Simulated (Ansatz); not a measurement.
Ansatz (a quantum-chemistry and plane-wave program) input file for disilylmethane cation (CH8Si2), SMILES [SiH3]C[SiH3] (connectivity only; charge and spin as stated), charge +1, multiplicity 2, PBE0/def2-SVPD. Coordinates come from a PBE-D3(BJ)/def2-SVP optimisation. The multiplicity is an assumed one; other spin states were not compared.

Ansatz 0.2 input:
```yaml
crystal:
  periodic: [false, false, false]
  atoms:
    - {symbol: Si, position_ang: [1.45469748, 0.00054721, -0.25848970]}
    - {symbol: C, position_ang: [0.00000000, -0.00000000, 1.06980240]}
    - {symbol: Si, position_ang: [-1.45469748, -0.00054721, -0.25848970]}
    - {symbol: H, position_ang: [2.43062102, -0.55698107, 0.77422539]}
    - {symbol: H, position_ang: [1.71600591, 1.39970878, -0.69646624]}
    - {symbol: H, position_ang: [1.18698761, -0.96653269, -1.36628840]}
    - {symbol: H, position_ang: [-0.09687621, -0.90857440, 1.69797784]}
    - {symbol: H, position_ang: [0.09687622, 0.90857440, 1.69797785]}
    - {symbol: H, position_ang: [-1.18698761, 0.96653268, -1.36628839]}
    - {symbol: H, position_ang: [-1.71600592, -1.39970878, -0.69646623]}
    - {symbol: H, position_ang: [-2.43062101, 0.55698107, 0.77422540]}
basis:
  gaussian:
    orbitals: def2-SVPD
hamiltonian:
  xc: {name: PBE0}
total_charge: 1
magnetization: {spin_polarized: true, initial_magnetization: 1}
```

Program output:

```
WARN ansatz: RAYON_NUM_THREADS=1 ignored (pool sized by the plan → 1); use --threads N
Functional definition: PBE0
integrals: 0.06 GiB planned
1171 factors; their error is unknown
mean field: 0.68 GiB planned
mean field evaluation 1: about -16890.3848 eV, gradient 3.9e1 eV
mean field evaluation 2: about -16881.1372 eV, gradient 5.1e1 eV
mean field evaluation 4: about -16898.7427 eV, gradient 1.4e0 eV
mean field evaluation 8: about -16898.7663 eV, gradient 4.8e-2 eV
mean field evaluation 16: about -16898.8885 eV, gradient 7.3e-5 eV
mean field -16898.88846639 eV, -621.0226966616 hartree, gradient 7.3e-5 eV, S^2 0.757346; 0 other end points of the search recorded, 0 dependent functions left out
reference -16898.88849939 eV, -621.0226978744 hartree; 21, 20 occupied and 111, 112 virtual orbitals, 1171 factors
Total energy: -16898.88849939 eV, -621.0226978744 hartree
```

Self-consistency was reached.

Cost: around 5 core-seconds (rough).
